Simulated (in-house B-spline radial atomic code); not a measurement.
Computed with a B-spline radial atomic code. Model: two electrons, singlet ground state, non-relativistic, full CI in B-splines with partial waves to l = 8 (at full coupling up to 3e-4 hartree above the limit, correlation up to 0.6 % small), density held at that of full coupling by Lieb maximisation.

W(λ) is the mean repulsion in the state of coupling λ less the Hartree energy of the fixed density. Its start is exact exchange, its initial slope is twice the second-order Görling-Levy correlation energy, and its area from 0 to 1 is E_xc. A straight curve means weak, dynamic correlation, and a curve that drops fast and flattens means strong correlation.

Command:
```bash
python run_ac.py task.json out
```
Settings (lengths in bohr, energies in hartree):
```
potential              coulomb
strength               0.504
lmax                   8
wall_radius            1.99
```

Run time, properties included: 1.5 s on 1 thread of Intel(R) Xeon(R) Processor @ 2.30GHz, on a shared host.

**W = mean repulsion less Hartree energy, and W of three functionals.**

Given: confinement point charge; nuclear charge 0.504; hard wall radius 1.99 bohr; external potential -Z/r.

Computed: PBE exchange minus exact 41.271 millihartree; SCAN exchange minus exact -4.0482 millihartree.

```
coupling  W xc (hartree)  W xc minus exchange (millihartree)  kinetic minus Kohn-Sham (millihartree)  LDA (PW92) W minus its exchange (millihartree)  PBE W minus its exchange (millihartree)  SCAN W minus its exchange (millihartree)
       0        -0.92145                                   0                                       0                                               0                                        0                                         0
    0.02        -0.92355                              -2.102                                    0.02                                          -11.85                                    -3.44                                     -1.94
    0.05        -0.92666                              -5.212                                    0.13                                           -24.2                                    -8.44                                     -4.78
    0.12        -0.93372                             -12.274                                    0.73                                          -46.14                                    -19.4                                    -11.15
    0.25               ?                                   ?                                       ?                                               ?                                        ?                                         ?
     0.4        -0.95947                             -38.018                                    7.33                                         -103.88                                   -55.97                                    -34.24
     0.6        -0.97567                             -54.226                                   15.41                                         -133.22                                    -77.3                                    -48.88
     0.8        -0.99032                             -68.869                                   25.64                                          -157.5                                   -95.92                                    -62.27
       1               ?                                   ?                                       ?                                               ?                                        ?                                         ?
     1.4         -1.0266                              -105.2                                   65.09                                         -212.87                                  -140.83                                    -96.56
       2         -1.0544                                -133                                     112                                         -253.02                                  -175.04                                   -124.16
       3         -1.0884                                -167                                  195.95                                         -301.75                                   -217.9                                   -159.96
     4.5         -1.1224                             -200.98                                  321.49                                         -351.78                                  -263.07                                   -198.22
       7         -1.1567                              -235.3                                   514.9                                         -405.33                                  -312.37                                   -238.98
      10         -1.1813                             -259.88                                   720.9                                         -446.37                                  -350.66                                   -268.46
```

(1) What belongs in the row 0.25?

(2) What belongs in the row 1?

(3) What is the LDA exchange minus exact?

**Energy parts, natural occupations and partial-wave weights.**

Computed: total energy 2.0907 hartree; exchange energy -0.92145 hartree; kinetic part of the DFT correlation energy 0.037555 hartree; initial slope twice GL2 -0.10565 hartree; kinetic part over minus potential part 0.45722; Hartree energy 1.8429 hartree; Lieb Oxford ratio E_xc over LDA exchange 1.2172.

```json
{"natural": "s", "occupation of the shell (electrons)": "1.9786"}
{"natural": "p", "occupation of the shell (electrons)": "0.019591"}
{"natural": "s", "occupation of the shell (electrons)": "?"}
{"natural": "d", "occupation of the shell (electrons)": "0.00070243"}
{"natural": "p", "occupation of the shell (electrons)": "0.00010732"}
{"natural": "f", "occupation of the shell (electrons)": "8.8025e-05"}
```

(4) What belongs in the row s?

```
wave      weight
   s     0.98972
   p   0.0098516
   d  0.00036326
   f           ?
   g  1.0677e-05
```

(5) What belongs in the row f?

(6) What is the Kohn-Sham kinetic?

(7) What is the correlation energy?

## Answers

(1) W xc (hartree): -0.94615; W xc minus exchange (millihartree): -24.704; kinetic minus Kohn-Sham (millihartree): 3.02; LDA (PW92) W minus its exchange (millihartree): -76.58; PBE W minus its exchange (millihartree): -37.6; SCAN W minus its exchange (millihartree): -22.3.

(2) W xc (hartree): -1.0036; W xc minus exchange (millihartree): -82.138; kinetic minus Kohn-Sham (millihartree): 37.56; LDA (PW92) W minus its exchange (millihartree): -178.34; PBE W minus its exchange (millihartree): -112.46; SCAN W minus its exchange (millihartree): -74.6.

(3) 127.78 millihartree.

(4) occupation of the shell (electrons): 0.00079053.

(5) weight: 4.7359e-05.

(6) 2.5119 hartree.

(7) -0.044583 hartree.

Half-way to full coupling W has made 56 % of its drop, against 50 % for a straight line, and second-order (GL2) theory, half the initial slope, overshoots the correlation energy by about 19 %: a moderate bend, as in light atoms. Over couplings 0 to 1 the errors in E_xc come to about +61 millihartree for LDA, +22 millihartree for PBE, +0.2 millihartree for SCAN, so SCAN is nearest. In LDA and PBE and SCAN the errors of exchange and correlation have opposite signs, so the sum is smaller than the larger of the two.
